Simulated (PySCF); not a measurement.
**Tc (technetium, neutral): HSE06 calculation**

Configuration: [Kr] 4d5 5s2, high-spin 6S determinant. Computed with PySCF 2.14 in aug-cc-pwCVTZ-DK, with the spin-free X2C one-electron Hamiltonian (Gaussian nucleus).

```json
{
  "Total energy": "-4284.81 hartree",
  "One-electron energy": "-5904.79 hartree",
  "Hartree (Coulomb) energy": "1749.31 hartree",
  "Exchange-correlation energy": "-129.33 hartree",
  "⟨S²⟩": "8.7650",
  "⟨L²⟩": "0.000",
  "Sum of ⟨r⟩": "32.80 bohr",
  "Sum of ⟨r²⟩": "59.31 bohr²",
  "Langevin diamagnetic susceptibility": "-47.0 ×10⁻⁶ cm³/mol",
  "Time after the integrals": "11 s of wall time on 2 threads of Neoverse-V1 (shared host)"
}
```

```
shell  electrons  mean orbital energy (hartree)  rms radius, mean of both spins (bohr)
 1s β          1                     -768.62533                                 0.0394
 1s α          1                     -768.62492                                 0.0394
 2s α          1                     -110.38875                                  0.162
 2s β          1                     -110.36122                                  0.162
 2p α          3                      -98.76104                                  0.144
 2p β          3                      -98.73823                                  0.144
 3s α          1                      -19.52996                                  0.444
 3s β          1                      -19.51667                                  0.444
 3p α          3                      -15.67948                                  0.448
 3p β          3                      -15.66400                                  0.448
 3d α          5                       -9.44379                                  0.437
 3d β          5                       -9.41381                                  0.437
 4s α          1                       -2.89770                                   1.13
 4s β          1                       -2.74796                                   1.13
 4p α          3                       -1.83072                                   1.26
 4p β          3                       -1.65408                                   1.26
 4d α          5                       -0.33406                                   1.85
 5s α          1                       -0.21400                                   3.64
 5s β          1                       -0.16482                                   3.64
```

Densities and radii are taken from the X2C orbitals without a picture-change correction, which distorts them close to the nucleus.
